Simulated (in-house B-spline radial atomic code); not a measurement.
A fraction x of an electron is removed from 3p in Ca3+, starting from [Ne] 3s2 3p5 and keeping the highest spin. Computed with a B-spline radial code for spherical atoms: scalar-relativistic (X2C) r2SCAN, spin-polarised, spherical fractional occupations, Fermi nucleus of rms radius 3.4776 fm.

| x | E(x) - E(0) (eV) | 3p down level (eV) |
| --- | --- | --- |
| 0 | 0.0000 | -59.291 |
| 0.09 | 5.4006 | -60.724 |
| 0.14 | 8.4568 | -61.522 |
| 0.35 | 21.7296 | -64.890 |
| 0.48 | 30.3015 | -66.987 |
| 0.5 | 31.6445 | -67.311 |
| 0.61 | 39.1466 | -69.093 |
| 0.65 | 41.9234 | -69.743 |
| 0.76 | 49.6935 | -71.534 |
| 0.95 | 63.5795 | -74.637 |
| 1 | 67.3318 | -75.455 |

The exact functional would give a straight line between the two integer points. Deviations E(x) - E(0) - x[E(1) - E(0)], in eV: -0.659 at x = 0.09, -0.97 at x = 0.14, -1.837 at x = 0.35, -2.018 at x = 0.48, -2.021 at x = 0.5, -1.926 at x = 0.61, -1.842 at x = 0.65, -1.479 at x = 0.76, -0.386 at x = 0.95.

The curve lies below the straight line by up to 2.021 eV (at x = 0.5): convex, the delocalisation error that favours fractional charges.

(1) How well does Slater's transition state (minus the level at half occupation) give the ionisation energy?

Answers

(1) It gives 67.311 eV against 67.332 eV from the two total energies; NIST lists 67.27 eV, ground level to ground level.
